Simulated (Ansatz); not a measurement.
System: AlH (charge +1, doublet). 
Geometry from a B3LYP-D3(BJ)/def2-TZVP (Ansatz, a program for electronic structure) optimisation:
```
Al
H 1 1.6229
```
Charge +1, spin multiplicity 2.

Basis-set convergence of Hartree-Fock and CCSD correlation energies (hartree) with Ansatz. Valence correlation only, unless marked. Open shells are spin-unrestricted. Spin-orbit coupling is left out. Non-relativistic.

| basis | functions | E(HF) | E(corr, CCSD) |
|---|---|---|---|
| aug-cc-pV(D+d)Z | 41 | -242.19020 | -0.04215 |
| aug-cc-pV(T+d)Z | 78 | -242.19661 | -0.04624 |
| aug-cc-pV(Q+d)Z | 135 | -242.19829 | -0.04754 |

Extrapolating the two largest sets (X = 3 and 4) as X^-3: E(corr) = (64·(-0.04754) - 27·(-0.04624))/37 = -0.0485 Eh, an estimate of the basis-set limit. The largest set recovers 98.0 % of it, the smallest 86.9 %.
